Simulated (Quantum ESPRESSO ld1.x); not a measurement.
All-electron atom: neutral silver in [Kr] 4d10 5s1. All-electron calculation, scalar-relativistic Kohn-Sham, PBEsol, spin-unpolarised, spherical densities, point nucleus. Program: ld1.x of Quantum ESPRESSO 7.5.

Normalised radial functions P(r) = r R(r), r in bohr:

```
   r/bohr * 3s, o 5s (the largest magnitude, 1.86, reaches the edge; | marks zero, & curves that meet)
 0.002211                             o  *
 0.002973                             o   *
 0.003965                             |o   *
 0.005331                             |o    *
 0.007168                             |o     *
  0.00956                             |o      *
  0.01285                             |o       *
  0.01714                             |o       *
  0.02305                             |o     *
  0.03074                             o   *
  0.04133                            *o
  0.05513                      *     o|
  0.07411                *          o |
  0.09885              *            o |
   0.1329                    *       o|
   0.1773                             |o  *
   0.2383                             | o                *
   0.3204                             | o                        *
   0.4274                             o                      *
   0.5746                          o  |            *
   0.7663                         o   |   *
     1.03                            o|*
    1.374                             *   o
    1.848                             *       o
    2.464                             *        o
    3.313                             *       o
    4.419                             *    o
    5.941                             *  o
    7.924                             *o
    10.65                             &
```

3s: eigenvalue -683.14 eV, 2 radial nodes at r = 0.0394, 0.163 bohr, <r> = 0.369 bohr, 90 % of the charge inside 0.543 bohr. 5s: eigenvalue -4.421 eV, 4 radial nodes at r = 0.0391, 0.156, 0.426, 1.11 bohr, <r> = 3.13 bohr, 90 % of the charge inside 4.81 bohr.
